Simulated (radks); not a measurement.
The numbers below are computed, except where a source is named.
Species: the xenon ion Xe2+. Configuration: [Kr] 4d10 5p6 (not the ground configuration). Code: a radial shooting solver on a logarithmic mesh with Libxc functionals. Model: Dirac Kohn-Sham, PBE, spin-unpolarised, spherical densities, point nucleus. Some entries of the table are withheld. Estimate them.

orbital,occ.,eigenvalue (hartree),<r^2> (bohr^2)
1s1/2,2,-1263.138,0.0009636
2s1/2,2,-197.2648,0.01543
2p1/2,2,-185.3773,0.01139
2p3/2,4,-173.4470,0.01267
3s1/2,2,-41.05930,0.1072
3p1/2,2,(1),0.1019
3p3/2,4,(2),0.1099
3d3/2,4,-25.16825,0.09194
3d5/2,6,-24.68936,0.09424
4s1/2,2,-8.13265,0.5794
4p1/2,2,-6.38345,(3)
4p3/2,4,-5.93074,(4)
4d3/2,4,-3.09894,0.8740
4d5/2,6,-3.02538,0.8953
5p1/2,2,-1.06254,(5)
5p3/2,4,-1.00370,(6)

Answer. 
(1) 3p1/2 eigenvalue (hartree): -36.12049
(2) 3p3/2 eigenvalue (hartree): -33.85433
(3) 4p1/2 <r^2> (bohr^2): 0.6321
(4) 4p3/2 <r^2> (bohr^2): 0.6796
(5) 5p1/2 <r^2> (bohr^2): 4.556
(6) 5p3/2 <r^2> (bohr^2): 4.906
